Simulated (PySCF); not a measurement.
ClF3H2OSi2, SMILES [SiH2](O[Si](F)(F)F)Cl.

Coordinates come from a B3LYP-D3(BJ)/def2-SVP optimisation. The structure was generated by enumeration, and PubChem lists no compound with its InChIKey, so it may never have been made. Other conformers were not sampled.

Level of theory: r2SCAN/def2-TZVP run with PySCF.

The molecule is in vacuum.

Task: Estimate the frontier levels, gap, dipole moment and polarisability. (An estimate is asked for; the answer gives what the named calculation found.)

Result: 
* **highest occupied level**: -8.34 eV
* **lowest empty level**: -0.77 eV
* **orbital gap**: 7.57 eV
* **dipole moment**: 2.10 D
* **quadrupole, principal values (traceless, Buckingham form, about the centre of nuclear charge)**: -4.55, -0.50, 5.05 D·Å
* **mean static polarisability**: 57.5 bohr³ (8.51 Å³)
* **polarisability, principal values**: 50.6, 59.0, 62.8 bohr³
